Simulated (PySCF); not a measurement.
# Correlation energy of I (iodine, neutral)

Starting occupation: [Kr] 4d10 5s2 5p5, 5p1/2 with m_j = -1/2, +1/2, 5p3/2 with m_j = -1/2, +1/2, +3/2. All numbers are calculated (PySCF 2.14, X2C-1e with screened-nucleus spin-orbit coupling, Gaussian nucleus, in x2c-TZVPall-2c). Frozen: [Ar] 3d10; 25 electrons correlated; the 6 highest virtual spinors left out.

MP2 pair energies summed by pair of shells (mhartree):

```tsv
pair	energy	share (%)
4d3/2-4d5/2	-123.07	19.3
4d5/2-4d5/2	-91.66	14.3
4d3/2-4d3/2	-39.97	6.3
5p1/2-5p3/2	-36.90	5.8
4d5/2-5p3/2	-31.26	4.9
4d5/2-4p3/2	-27.33	4.3
4d5/2-5s1/2	-24.87	3.9
5p3/2-5s1/2	-23.17	3.6
4d5/2-5p1/2	-22.16	3.5
5p3/2-5p3/2	-21.61	3.4
4d3/2-5p3/2	-19.91	3.1
4d3/2-4p3/2	-18.49	2.9
4d3/2-5s1/2	-16.13	2.5
4d3/2-5p1/2	-14.98	2.3
5p1/2-5s1/2	-13.66	2.1
4d5/2-4p1/2	-13.34	2.1
4p3/2-4p3/2	-13.32	2.1
4p1/2-4p3/2	-11.96	1.9
4d5/2-4s1/2	-10.70	1.7
5p1/2-5p1/2	-8.98	1.4
4d3/2-4p1/2	-8.65	1.4
4d3/2-4s1/2	-7.09	1.1
4p3/2-4s1/2	-6.70	1.0
5s1/2-5s1/2	-6.44	1.0
4p3/2-5s1/2	-5.14	0.8
4p3/2-5p3/2	-3.37	0.5
4p1/2-4p1/2	-3.34	0.5
4p1/2-4s1/2	-3.32	0.5
4p3/2-5p1/2	-2.70	0.4
4s1/2-4s1/2	-2.25	0.4
```

Total MP2 correlation energy: -638.95 mhartree.

This basis was not built for core-valence correlation, so the inner-shell part is incomplete.
